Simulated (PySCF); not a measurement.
C2H5Se, SMILES [Se]CC, doublet, PBE0/def2-SVP optimised geometry.

```
8

C     -0.77     0.00     0.00
C      0.75     0.00     0.00
Se     1.59     0.87    -1.52
H     -1.16    -0.51    -0.89
H     -1.15    -0.52     0.89
H     -1.16     1.02     0.00
H      1.16    -1.02     0.02
H      1.16     0.50     0.89
```

Density from unrestricted PBE0/def2-TZVP in PySCF at that geometry.

Minimum of the electron density along straight lines between bonded atoms, close to the bond critical point (lines longer than 1.1 times the sum of covalent radii, or with two minima, are not listed):

```csv
bond,length / Å,ρ at the minimum / e bohr⁻³,∇²ρ there / e bohr⁻⁵,position (fraction from the first atom)
C1–C2,1.515,…,-0.63,0.49
C2–Se3,1.943,…,…,0.48
C1–H4,1.100,0.273,-0.92,0.64
C1–H5,1.103,0.270,-0.90,0.64
C1–H6,1.100,0.273,-0.92,0.64
C2–H7,1.103,0.272,-0.91,0.65
C2–H8,1.103,0.272,-0.91,0.65
```

Task: Some entries are withheld; supply them.

Result: 
- C1–C2, ρ at the minimum / e bohr⁻³: 0.251
- C2–Se3, ρ at the minimum / e bohr⁻³: 0.151
- C2–Se3, ∇²ρ there / e bohr⁻⁵: -0.16
